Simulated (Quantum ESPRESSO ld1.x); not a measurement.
Q: All-electron atom: Sc II in [Ar] 3d1 4s1. Method: non-relativistic Kohn-Sham, LDA (Slater exchange, Perdew-Wang correlation), spin-polarised, spherical densities, point nucleus; open shells are filled with parallel spins first; computed with ld1.x of Quantum ESPRESSO 7.5. Some entries of the table are withheld. Estimate them.

orbital,occ.,eigenvalue (eV),<r> (bohr),<1/r> (bohr^-1)
1s up,1,-4365.93,0.07375,20.49
1s down,1,-4365.89,0.07375,20.49
2s up,1,-475.338,0.3472,4.236
2s down,1,-475.045,0.3471,4.238
2p up,3,-394.596,0.3092,4.177
2p down,3,-394.361,0.3090,4.179
3s up,1,-61.5148,1.084,1.296
3s down,1,-60.6297,1.083,1.296
3p up,3,-40.9631,1.172,1.172
3p down,3,-40.0546,1.169,1.174
3d up,1,-10.7724,1.689,0.8041
4s up,1,-10.3392,3.309,0.3944
3d down,0,-9.6957,1.665,0.8146
4s down,0,-9.0341,3.408,0.3840
4p up,0,-6.8220,3.984,(1)
4p down,0,-5.7481,4.247,(2)
5s up,0,-2.9990,7.658,0.1738
5s down,0,-2.7613,8.116,0.1640
4d up,0,-2.5801,6.503,0.2155
4d down,0,-2.2254,7.351,0.1830
4f up,0,-1.0105,12.78,0.09391
4f down,0,-0.9595,14.20,0.08285

A: 
(1) 4p up <1/r> (bohr^-1): 0.3253
(2) 4p down <1/r> (bohr^-1): 0.3042
